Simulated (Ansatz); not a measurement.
The inner images of a band of CH6AlFSi + H2 (12 atoms, charge 0, multiplicity 1) are given out of order.

These are results of RKS PBE/def2-SVP (Ansatz 0.2.0), not measurements.

Image 0:

```xyz
12
Properties=species:S:1:pos:R:3
Al -0.606 -0.315 0.196
Si 1.550 -0.434 1.370
C -0.892 -0.315 -1.744
F -1.973 -0.516 1.176
H -0.564 2.005 0.637
H -0.794 2.009 -0.103
H 2.657 0.226 0.581
H 1.511 0.234 2.723
H 1.970 -1.867 1.596
H -0.885 -1.366 -2.107
H -1.876 0.116 -2.022
H -0.098 0.222 -2.302
```

Image 8:

```xyz
12
Properties=species:S:1:pos:R:3
Al -1.146 0.530 -0.033
Si 1.619 -0.144 1.409
C -1.063 -0.254 -1.824
F -1.315 -0.532 1.291
H 0.901 0.617 0.294
H -1.402 2.070 0.308
H 3.065 0.228 1.238
H 1.100 0.333 2.726
H 1.421 -1.608 1.184
H -0.605 -1.265 -1.817
H -2.086 -0.360 -2.246
H -0.490 0.384 -2.530
```

**Question.** Put them in order from the first end to the last, with their energies above the first end.
A.
```xyz
12
Properties=species:S:1:pos:R:3
Al -1.233 0.546 -0.010
Si 1.597 -0.120 1.336
C -0.961 -0.308 -1.750
F -1.456 -0.460 1.346
H 0.762 0.826 0.477
H -1.571 2.089 0.233
H 3.019 0.202 0.976
H 1.315 0.193 2.770
H 1.267 -1.532 0.972
H -0.640 -1.365 -1.650
H -1.899 -0.301 -2.347
H -0.199 0.230 -2.353
```
B.
```xyz
12
Properties=species:S:1:pos:R:3
Al -0.980 0.151 0.121
Si 1.389 -0.106 1.253
C -0.797 -0.352 -1.753
F -2.129 -0.460 1.197
H 0.082 1.257 0.835
H -0.790 1.851 0.414
H 2.534 0.230 0.334
H 1.692 0.419 2.631
H 1.295 -1.613 1.358
H -0.613 -1.442 -1.840
H -1.726 -0.117 -2.311
H 0.044 0.182 -2.240
```
C.
```xyz
12
Properties=species:S:1:pos:R:3
Al -1.305 0.521 -0.014
Si 1.594 -0.112 1.331
C -0.869 -0.310 -1.734
F -1.775 -0.487 1.267
H 0.593 0.854 0.713
H -1.562 2.082 0.218
H 2.886 0.141 0.612
H 1.684 0.248 2.781
H 1.128 -1.519 1.130
H -0.627 -1.389 -1.644
H -1.733 -0.223 -2.428
H -0.015 0.195 -2.233
```
D.
```xyz
12
Properties=species:S:1:pos:R:3
Al -0.826 -0.058 0.182
Si 1.399 -0.220 1.246
C -0.823 -0.337 -1.749
F -2.146 -0.423 1.174
H -0.120 1.529 0.775
H -0.762 1.933 0.443
H 2.521 0.226 0.332
H 1.664 0.400 2.600
H 1.461 -1.713 1.395
H -0.626 -1.426 -1.868
H -1.759 -0.105 -2.293
H 0.020 0.194 -2.238
```
E.
```xyz
12
Properties=species:S:1:pos:R:3
Al -0.747 -0.189 0.202
Si 1.446 -0.350 1.277
C -0.840 -0.344 -1.745
F -2.139 -0.395 1.142
H -0.238 1.768 0.744
H -0.856 2.056 0.359
H 2.517 0.188 0.354
H 1.615 0.361 2.598
H 1.715 -1.816 1.492
H -0.657 -1.422 -1.958
H -1.800 -0.072 -2.226
H -0.017 0.214 -2.240
```
F.
```xyz
12
Properties=species:S:1:pos:R:3
Al -0.669 -0.275 0.201
Si 1.507 -0.425 1.335
C -0.865 -0.333 -1.746
F -2.058 -0.455 1.151
H -0.348 1.946 0.641
H -0.935 2.074 0.151
H 2.594 0.158 0.462
H 1.563 0.305 2.655
H 1.881 -1.863 1.598
H -0.727 -1.387 -2.076
H -1.859 -0.006 -2.110
H -0.083 0.262 -2.263
```
G.
```xyz
12
Properties=species:S:1:pos:R:3
Al -1.214 0.407 0.021
Si 1.519 -0.076 1.322
C -0.803 -0.345 -1.738
F -2.062 -0.503 1.171
H 0.386 0.889 0.928
H -1.151 1.982 0.299
H 2.630 0.214 0.363
H 1.816 0.362 2.720
H 1.152 -1.531 1.288
H -0.621 -1.438 -1.781
H -1.699 -0.138 -2.364
H 0.047 0.175 -2.228
```

**Answer.** F (+0.01 eV), E (+0.10 eV), D (+0.43 eV), B (+0.98 eV), G (+0.03 eV), C (-0.15 eV), A (-0.18 eV).

Run time: 3.2 min on 2 threads of AMD EPYC 7R43 64-Core Processor (Zen 3) (shared host), peak memory 0.15 GiB.
